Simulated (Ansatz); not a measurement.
Consider the formal hydrolysis of the Si–C bond: `NC[SiH](O)F` + H₂O → `O[SiH](O)F` + CH₃NH₂.

Gas-phase electronic energies from Ansatz, PBE0-D4/def2-TZVP geometries. CBS: MP2 limit from def2 TZ/QZ plus the TZ coupled-cluster correction, frozen cores. This one scheme is used for every species. DFT in def2-TZVPP. B3LYP here is the variant with VWN-RPA as its local correlation; programs differ in this. HSE06 is defined as in plane-wave codes. Each species was taken in one conformer, which may not be the lowest.

```json
{"level": "LDA (SPW92)", "ΔE (kJ/mol)": "-109.4", "difference from CCSD(T)/CBS": "12.6"}
{"level": "revPBE-D4", "ΔE (kJ/mol)": "-107.5", "difference from CCSD(T)/CBS": "14.5"}
{"level": "B97M-V", "ΔE (kJ/mol)": "-128.9", "difference from CCSD(T)/CBS": "-6.9"}
{"level": "B3LYP-D4", "ΔE (kJ/mol)": "-124.1", "difference from CCSD(T)/CBS": "-2.1"}
{"level": "r2SCANh-D4", "ΔE (kJ/mol)": "-125.5", "difference from CCSD(T)/CBS": "-3.5"}
{"level": "r2SCAN0-D4", "ΔE (kJ/mol)": "-126.7", "difference from CCSD(T)/CBS": "-4.7"}
{"level": "HSE06-D4", "ΔE (kJ/mol)": "-115.9", "difference from CCSD(T)/CBS": "6.1"}
{"level": "ωB97X-V", "ΔE (kJ/mol)": "-122.5", "difference from CCSD(T)/CBS": "-0.5"}
{"level": "B2PLYP", "ΔE (kJ/mol)": "-130.4", "difference from CCSD(T)/CBS": "-8.4"}
{"level": "B3LYP", "ΔE (kJ/mol)": "-131.4", "difference from CCSD(T)/CBS": "-9.4"}
{"level": "r2SCANh", "ΔE (kJ/mol)": "-126.9", "difference from CCSD(T)/CBS": "-4.9"}
{"level": "MP2/def2-SVP", "ΔE (kJ/mol)": "-118.5", "difference from CCSD(T)/CBS": "3.5"}
{"level": "HF/def2-TZVPP", "ΔE (kJ/mol)": "-151.5", "difference from CCSD(T)/CBS": "-29.5"}
{"level": "CCSD(T)/def2-TZVPP", "ΔE (kJ/mol)": "-123.9", "difference from CCSD(T)/CBS": "-1.9"}
{"level": "HF/def2-QZVPP", "ΔE (kJ/mol)": "-152.7", "difference from CCSD(T)/CBS": "-30.7"}
{"level": "MP2/CBS(def2)", "ΔE (kJ/mol)": "-123.3", "difference from CCSD(T)/CBS": "-1.3"}
{"level": "CCSD(T)/CBS", "ΔE (kJ/mol)": "-122.0", "difference from CCSD(T)/CBS": "0"}
```

Largest T1 diagnostic among the species: 0.011.

From PBE to PBE0 (25 % exact exchange), in def2-TZVPP and without D4, ΔE moves by −5.4 kJ/mol. Leaving LDA and LC-ωPBE aside and taking each functional with its dispersion term where it has one, the values, not all of them listed here, spread over 24.8 kJ/mol, from BHLYP-D4 to revPBE-D4. LDA lies +5.1 kJ/mol from PBE without D4. The D4 term adds +7.3 kJ/mol with B3LYP and +4.1 kJ/mol with PBE0; it sums over pairs of atoms, weighted by their polarisabilities, and B3LYP, whose exchange is more repulsive, gets the larger term.

CCSD(T)/CBS has its own doubt, a few kJ/mol and more with outer-core shells, so smaller differences from it don't rank the levels.
